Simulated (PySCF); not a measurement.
Species: InCl2F.
Geometry (PBE0-D3(BJ)/def2-SVP, Å), atoms numbered from 1 in this order:
```
atom  x, y, z in Å
In1   -0.013   -0.097   -0.002
Cl2    2.285    0.094    0.180
Cl3   -1.349    1.762   -0.325
F4    -0.839   -1.849    0.117
```

Theory: PBE0-D3(BJ)/def2-SVP geometry optimisation, gas phase, def2 core potentials past Kr in PySCF 2.14.0.

Task: Which atoms are bound to In1, and at what distances?

Result: 3 atoms: F4 1.941 Å, Cl3 2.312 Å, Cl2 2.313 Å.

Task: List the angles at In1.

Result: 
| angle | degrees | distance of the outer atoms (Å) |
| --- | --- | --- |
| Cl2–In1–Cl3 | 121.3 | 4.03 |
| Cl2–In1–F4 | 119.5 | 3.68 |
| Cl3–In1–F4 | 119.2 | 3.67 |

Task: What is the shape at In1?

Result: Planar: angles 121.3°, 119.5° and 119.2°, sum 360.0°, 0.00 Å off the plane of its three neighbours.

Task: What are the rotational constants (commonest isotopes, rigid rotor)?

Result: A = 3310, B = 1779, C = 1157 MHz: an asymmetric top.

Point group: C2v (every atom within 0.08 Å of its image). Charge 0, singlet. No PBE0-D3(BJ)/def2-SVP frequencies stand behind this structure, so it isn't proved a minimum.
